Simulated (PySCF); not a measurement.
An unknown is described by computed data only.

Formula: C5H6BNO2S.

| Quantity | Value |
| --- | --- |
| NMR, other nuclei | isotropic shieldings of nuclei other than C and H, by class: 76 (1 B), -116 (1 N), 222 (2 O), 304 (1 S) ppm [GIAO PBE0/pcSseg-1] |
| 1H NMR | chemical shifts (computed TMS as zero) by class: 7.84 (1 H), 7.69 (1 H), 7.32 (1 H), 7.04 (1 H), 3.00 (2 H) ppm [GIAO PBE0/pcSseg-1] |
| 13C NMR | chemical shifts (computed TMS as zero) by class: 167.9 (1 C), 149.4 (1 C), 142.0 (1 C), 137.5 (1 C), 136.5 (1 C) ppm [GIAO PBE0/pcSseg-1] |
| Polarisability | 112.4 au [wB97X-D/def2-SVPD] |
| Rotational structure | rotational constants A, B, C: 3.005, 0.678, 0.553 GHz [PBE0-D3(BJ)/def2-SVP] |
| Dipole | 3.17 D [wB97X-D/def2-SVPD] |
| Valence photoelectron | vertical ionisation energy: 8.22 eV [ΔSCF wB97X-D/def2-SVPD] |
| Triplet | lowest triplet excitation (Tamm–Dancoff): 2.68 eV [TDA wB97X-D/def2-SVPD] |

Electronic properties: PySCF, gas phase, density fitting. Levels stand in brackets. One conformer (not necessarily the lowest) at the PBE0-D3(BJ)/def2-SVP geometry, without solvent, vibrations or thermal averaging. Each NMR value is the plain mean over a class of atoms that symmetry, rotation or inversion makes alike.

Question: What is the compound? Reason from the data.

Answer: Numbering: `[CH2:1]=[N:2][c:3]1[cH:4][cH:5][c:6]([B:7]([OH:8])[OH:9])[s:10]1`. 5 carbons fall into 5 classes; from least to most shielded: aromatic carbon bearing nitrogen [C3] (167.9 ppm), imine carbon [C1] (149.4 ppm), aromatic CH carbon [C5] (142.0 ppm), substituted aromatic carbon [C6] (137.5 ppm), aromatic CH carbon [C4] (136.5 ppm). Hydrogen classes from least to most shielded: 1 H on an imine carbon, C1 (7.84 ppm), 1 H on an aromatic CH carbon, C5 (7.69 ppm), 1 H on an aromatic CH carbon, C4 (7.32 ppm), 1 H on an imine carbon, C1 (7.04 ppm), 2 H on 2 boron-bound oxygens, O8/O9 (3.00 ppm). The other shieldings belong to: 76 ppm, three-coordinate boron [B7]; -116 ppm, imine nitrogen [N2]; 222 ppm, boron-bound oxygen [O8/O9]; 304 ppm, thiophene-type sulfur [S10]. The first electron is taken from the HOMO, whose largest Löwdin shares are 0.23 on the substituted aromatic carbon, 0.20 on the aromatic carbon bearing nitrogen, 0.12 on an aromatic CH carbon and 0.11 on the imine carbon. By its constants the optimised geometry is an asymmetric top. Structure: `C=Nc1ccc(B(O)O)s1`. Computed isomers that give other values at the same levels: `OB(O)c1ccc(S)cn1` (13C chemical shifts (computed TMS as zero) by class: 156.7 (1 C), 152.7 (1 C), 140.8 (1 C), 135.0 (1 C), 131.3 (1 C) ppm). The assignments are read from this structure; whether some other isomer fits the data as well wasn't checked.

Conformer computed: `[CH2:1]=[N:2][c:3]1[cH:4][cH:5][c:6]([B:7]([OH:8])[OH:9])[s:10]1`: C1–N2–C3–C4 -177°, C5–C6–B7–O8 -178°, H–O8–B7–C6 180°, H–O9–B7–C6 -179°.
